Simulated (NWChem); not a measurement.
# SiH4SeO; SMILES [SeH][SiH2]O

```xyz
7

Si    -0.5557     1.1147     0.0049
O      0.7247     2.1730     0.0110
Se     0.0765    -1.0793    -0.0233
H     -1.3291     1.4433     1.2287
H     -1.3988     1.2243    -1.2227
H      1.3921     2.0408    -0.6699
H      0.7178    -1.0027     1.2997
```
Atoms are numbered in this order, from 1.

All runs: NWChem. Structure relaxed at the PBE0/def2-SVP level.

Q: Order these by “dipole (D)”, lowest first: TPSS/def2-TZVPP; TPSS/def2-SVPD; TPSS/def2-SVP.

A: TPSS/def2-SVPD (0.71), TPSS/def2-TZVPP (0.80), TPSS/def2-SVP (0.90)
